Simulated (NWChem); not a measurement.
System: CClF, singlet; SMILES F[C]Cl

Excerpt of the output:

```
             Northwest Computational Chemistry Package (NWChem) 7.3.0
             --------------------------------------------------------

 CS  symmetry detected

                             Geometry "geometry" -> ""
                             -------------------------

 Output coordinates in angstroms (scale by  1.889725989 to convert to a.u.)

  No.       Tag          Charge          X              Y              Z
 ---- ---------------- ---------- -------------- -------------- --------------
    1 F                    9.0000    -0.29044689     1.47424917     0.00000000
    2 C                    6.0000     0.68504046     0.61567911     0.00000000
    3 Cl                  17.0000    -0.08801298    -0.99778337     0.00000000

 Effective nuclear repulsion energy (a.u.)      84.8017587744

      Symmetry information
      --------------------

 Group name             Cs
 Group number              2
 Group order               2
 No. of unique centers     3

                                 NWChem DFT Module
                                 -----------------

 Summary of "ao basis" -> "ao basis" (spherical)
 ------------------------------------------------------------------------------
       Tag                 Description            Shells   Functions and Types
 ---------------- ------------------------------  ------  ---------------------
 F                        aug-cc-pvdz                9       23   4s3p2d
 C                        aug-cc-pvdz                9       23   4s3p2d
 Cl                       aug-cc-pvdz               11       27   5s4p2d

      Symmetry analysis of basis
      --------------------------

        a'         51
        a"         22

            General Information
            -------------------
          SCF calculation type: DFT
          Wavefunction type:  closed shell.
          No. of atoms     :     3
          No. of electrons :    32
           Alpha electrons :    16
            Beta electrons :    16
          Charge           :     0
          Spin multiplicity:     1
          Use of symmetry is: on ; symmetry adaption is: on
          Maximum number of iterations: 150
          AO basis - number of functions:    73
                     number of shells:    29
          Convergence on energy requested:  1.00D-06
          Convergence on density requested:  1.00D-05
          Convergence on gradient requested:  5.00D-04

              XC Information
              --------------
                         PBE0 Method XC Functional
                     Hartree-Fock (Exact) Exchange  0.250
          PerdewBurkeErnzerhof Exchange Functional  0.750
            Perdew 1991 LDA Correlation Functional  1.000 local
           PerdewBurkeErnz. Correlation Functional  1.000 non-local

             Grid Information
             ----------------
          Grid used for XC integration:  medium
          Radial quadrature: Mura-Knowles
          Angular quadrature: Lebedev.
          Tag              B.-S. Rad. Rad. Pts. Rad. Cut. Ang. Pts.
          ---              ---------- --------- --------- ---------
          F                   0.50       49          11.0       434
          C                   0.70       49          11.0       434
          Cl                  1.00       88          11.0       590
          Grid pruning is: on
          Number of quadrature shells:   186
          Spatial weights used:  Erf1

      Superposition of Atomic Density Guess
      -------------------------------------

 Sum of atomic energies:        -596.53171270

      Non-variational initial energy
      ------------------------------

 Total energy =    -596.982681
 1-e energy   =    -993.310447
 2-e energy   =     311.526007
 HOMO         =      -0.276575
 LUMO         =      -0.033834

      Symmetry analysis of molecular orbitals - initial
      -------------------------------------------------

  Numbering of irreducible representations:

     1 a'          2 a"

  Orbital symmetries:

     1 a'          2 a'          3 a'          4 a'          5 a'
     6 a'          7 a"          8 a'          9 a'         10 a'
    11 a'         12 a"         13 a'         14 a"         15 a'
    16 a'         17 a"         18 a'         19 a'         20 a'
    21 a"         22 a'         23 a'         24 a"         25 a'
    26 a'

     ---------------------------------------------
      Total Density - Mulliken Population Analysis
     ---------------------------------------------

    Atom       Charge   Shell Charges
 -----------   ------   -------------------------------------------------------
    1 F    9     9.40   2.00  0.91  1.00  0.04  3.41  1.97  0.04  0.00  0.01
    2 C    6     5.30   2.00  0.83  0.92  0.14  0.97  0.36  0.01  0.09 -0.03
    3 Cl  17    17.31   2.00  2.02  0.95  0.98 -0.01  6.00  3.15  2.16  0.03  0.02  0.01

   convergence    iter        energy       DeltaE   RMS-Dens  Diis-err
 ---------------- ----- ----------------- --------- --------- ---------
 d= 0,ls=0.0,diis     1   -597.6786587389 -6.82D+02  1.87D-02  7.55D-01
 d= 0,ls=0.0,diis     2   -597.4755649055  2.03D-01  1.15D-02  2.54D+00
 d= 0,ls=0.0,diis     3   -597.7735771857 -2.98D-01  2.30D-03  1.80D-02
 d= 0,ls=0.0,diis     4   -597.7750962060 -1.52D-03  9.48D-04  1.04D-02
 d= 0,ls=0.0,diis     5   -597.7763521334 -1.26D-03  2.23D-04  1.24D-03
  Resetting Diis
 d= 0,ls=0.0,diis     6   -597.7764571360 -1.05D-04  5.28D-05  1.14D-05
 d= 0,ls=0.0,diis     7   -597.7764593642 -2.23D-06  1.50D-05  8.86D-07
 d= 0,ls=0.0,diis     8   -597.7764594373 -7.32D-08  7.78D-06  6.17D-07

         Total DFT energy =     -597.776459437325
      One electron energy =     -993.203774152372
           Coulomb energy =      354.308118949074
    Exchange-Corr. energy =      -43.682563008461
 Nuclear repulsion energy =       84.801758774434

 Numeric. integr. density =       32.000000704418

                  Occupations of the irreducible representations
                  ----------------------------------------------

                     irrep           alpha         beta
                     --------     --------     --------
                     a'               13.0         13.0
                     a"                3.0          3.0

                       DFT Final Molecular Orbital Analysis
                       ------------------------------------

 Vector   14  Occ=2.000000D+00  E=-3.846820D-01  Symmetry=a"
              MO Center= -3.3D-02, -7.5D-01, -2.2D-14, r^2= 1.5D+00
   Bfn.  Coefficient  Atom+Function         Bfn.  Coefficient  Atom+Function
  ----- ------------  ---------------      ----- ------------  ---------------
    57      0.584925  3 Cl pz                60      0.421752  3 Cl pz
     7     -0.172055  1 F  pz                30      0.136371  2 C  pz
    10     -0.119307  1 F  pz                33      0.084122  2 C  pz
    13     -0.032870  1 F  pz                38     -0.027469  2 C  d -1

 Vector   15  Occ=2.000000D+00  E=-3.707003D-01  Symmetry=a'
              MO Center= -9.0D-03, -7.2D-01, -3.6D-16, r^2= 1.7D+00
   Bfn.  Coefficient  Atom+Function         Bfn.  Coefficient  Atom+Function
  ----- ------------  ---------------      ----- ------------  ---------------
    55      0.445231  3 Cl px                56     -0.389708  3 Cl py
    58      0.320894  3 Cl px                59     -0.269413  3 Cl py
     6     -0.194059  1 F  py                 9     -0.138076  1 F  py
    28      0.113351  2 C  px                 5     -0.111142  1 F  px
    31      0.090276  2 C  px                 8     -0.079832  1 F  px

 Vector   16  Occ=2.000000D+00  E=-3.085678D-01  Symmetry=a'
              MO Center=  5.8D-01,  2.7D-01,  1.6D-15, r^2= 2.1D+00
   Bfn.  Coefficient  Atom+Function         Bfn.  Coefficient  Atom+Function
  ----- ------------  ---------------      ----- ------------  ---------------
    26      0.451905  2 C  s                 28      0.377253  2 C  px
    55     -0.341342  3 Cl px                58     -0.268898  3 Cl px
    25      0.256574  2 C  s                  5     -0.240706  1 F  px
    31      0.193504  2 C  px                56     -0.175838  3 Cl py
     8     -0.158444  1 F  px                59     -0.127824  3 Cl py

 Vector   17  Occ=0.000000D+00  E=-1.166593D-01  Symmetry=a"
              MO Center=  5.1D-01,  4.4D-01, -1.2D-14, r^2= 1.8D+00
   Bfn.  Coefficient  Atom+Function         Bfn.  Coefficient  Atom+Function
  ----- ------------  ---------------      ----- ------------  ---------------
    30      0.609348  2 C  pz                33      0.501245  2 C  pz
     7     -0.266374  1 F  pz                57     -0.232549  3 Cl pz
    60     -0.229737  3 Cl pz                10     -0.209067  1 F  pz
    36      0.180906  2 C  pz                13     -0.124778  1 F  pz
    63     -0.116591  3 Cl pz                65      0.052747  3 Cl d -1

 Vector   18  Occ=0.000000D+00  E= 3.660742D-03  Symmetry=a'
              MO Center=  1.1D-01, -6.2D-01,  4.7D-15, r^2= 5.5D+00
   Bfn.  Coefficient  Atom+Function         Bfn.  Coefficient  Atom+Function
  ----- ------------  ---------------      ----- ------------  ---------------
    51      1.033246  3 Cl s                 27     -0.719564  2 C  s
    62      0.716744  3 Cl py                32      0.534225  2 C  py
    35      0.525634  2 C  py                26     -0.481984  2 C  s
    59      0.441079  3 Cl py                29      0.408142  2 C  py
    61      0.338012  3 Cl px                50      0.318350  3 Cl s

 Vector   19  Occ=0.000000D+00  E= 2.737082D-02  Symmetry=a'
              MO Center= -5.8D-01,  2.3D-01, -9.6D-15, r^2= 9.5D+00
   Bfn.  Coefficient  Atom+Function         Bfn.  Coefficient  Atom+Function
  ----- ------------  ---------------      ----- ------------  ---------------
    27      3.226164  2 C  s                 51     -1.384343  3 Cl s
     4     -1.372135  1 F  s                 34     -0.861633  2 C  px
    62     -0.765587  3 Cl py                31     -0.472824  2 C  px
    11     -0.313282  1 F  px                26      0.275264  2 C  s
     3     -0.235798  1 F  s                 12      0.229748  1 F  py

     ---------------------------------------------
      Total Density - Mulliken Population Analysis
     ---------------------------------------------

    Atom       Charge   Shell Charges
 -----------   ------   -------------------------------------------------------
    1 F    9     9.18   2.01  0.91  1.02  0.07  3.31  1.79  0.04  0.01  0.02
    2 C    6     5.86   2.01  0.86  0.88  0.12  1.45  0.42  0.00  0.13 -0.01
    3 Cl  17    16.96   2.00  2.04  0.95  0.98 -0.00  6.00  3.06  1.86  0.02  0.03  0.01

     -------------------------------------------
      Total Density - Lowdin Population Analysis
     -------------------------------------------

    Atom       Charge   Shell Charges
 -----------   ------   -------------------------------------------------------
    1 F    9     9.01   1.92  0.90  0.69  0.17  3.15  1.78  0.27  0.01  0.12
    2 C    6     6.34   1.86  0.74  0.48  0.15  1.33  0.84  0.11  0.25  0.58
    3 Cl  17    16.65   2.00  1.76  1.00  0.69  0.18  5.97  2.86  1.81  0.22  0.03  0.15

     Multipole analysis of the density
     ---------------------------------

     L   x y z        total         alpha         beta         nuclear
     -   - - -        -----         -----         ----         -------
     0   0 0 0     -0.000000    -16.000000    -16.000000     32.000000

     1   1 0 0     -0.253754     -0.126877     -0.126877      0.000000
     1   0 1 0      0.026259      0.013129      0.013129      0.000000
     1   0 0 1      0.000000      0.000000      0.000000      0.000000

     2   2 0 0    -18.779436    -16.007979    -16.007979     13.236521
     2   1 1 0     -0.143803     -0.375040     -0.375040      0.606277
     2   1 0 1     -0.000000     -0.000000     -0.000000      0.000000
     2   0 2 0    -16.872788    -77.643225    -77.643225    138.413661
     2   0 1 1      0.000000      0.000000      0.000000      0.000000
     2   0 0 2    -16.687693     -8.343846     -8.343846      0.000000

            General Information
            -------------------
          SCF calculation type: DFT
          Wavefunction type:  closed shell.
          No. of atoms     :     3
          No. of electrons :    32
           Alpha electrons :    16
            Beta electrons :    16
          Charge           :     0
          Spin multiplicity:     1
          Use of symmetry is: on ; symmetry adaption is: on
          Maximum number of iterations: 150
          AO basis - number of functions:    73
                     number of shells:    29
          Convergence on energy requested:  1.00D-06
          Convergence on density requested:  1.00D-05
          Convergence on gradient requested:  5.00D-04

              XC Information
              --------------
                         PBE0 Method XC Functional
                     Hartree-Fock (Exact) Exchange  0.250
          PerdewBurkeErnzerhof Exchange Functional  0.750
            Perdew 1991 LDA Correlation Functional  1.000 local
           PerdewBurkeErnz. Correlation Functional  1.000 non-local

             Grid Information
             ----------------
          Grid used for XC integration:  medium
          Radial quadrature: Mura-Knowles
          Angular quadrature: Lebedev.
          Tag              B.-S. Rad. Rad. Pts. Rad. Cut. Ang. Pts.
          ---              ---------- --------- --------- ---------
          F                   0.50       49          11.0       434
          C                   0.70       49          11.0       434
          Cl                  1.00       88          11.0       590
          Grid pruning is: on
          Number of quadrature shells:   186
          Spatial weights used:  Erf1

          Convergence Information
          -----------------------
          Convergence aids based upon iterative change in
          total energy or number of iterations.
          Levelshifting, if invoked, occurs when the
          HOMO/LUMO gap drops below (HL_TOL):  1.00D-02
          DIIS, if invoked, will attempt to extrapolate
          using up to (NFOCK): 10 stored Fock matrices.

                    Damping( 0%)  Levelshifting(0.5)       DIIS
                  --------------- ------------------- ---------------
          dE  on:    start            ASAP                start
          dE off:    2 iters        150 iters           150 iters

                            NWChem DFT Gradient Module
                            --------------------------

  charge          =   0.00
  wavefunction    = closed shell

  Using symmetry

                         DFT ENERGY GRADIENTS

    atom               coordinates                        gradient
                 x          y          z           x          y          z
   1 F      -0.548865   2.785927   0.000000   -0.000212   0.000332   0.000000
   2 C       1.294539   1.163465   0.000000    0.005082   0.010020   0.000000
   3 Cl     -0.166320  -1.885537   0.000000   -0.004870  -0.010352   0.000000
```

Level: PBE0/aug-cc-pVDZ. Low-valent species are run as closed-shell singlets; no triplet was tried in these runs. The geometry was optimised at B3LYP/6-31G* (spherical d).

Problem. Write an input that gives this output.

Solution. One answer among several that fit: the input that was run:
```
start job
memory heap 200 mb stack 900 mb global 1100 mb
geometry units angstroms noautoz
  F     -0.260633     1.463754     0.000000
  C      0.690215     0.577974     0.000000
  Cl    -0.128102    -1.013010     0.000000
end
basis spherical
  * library aug-cc-pvdz
end
dft
  xc pbe0
  iterations 150
  mulliken
end
task dft gradient
```
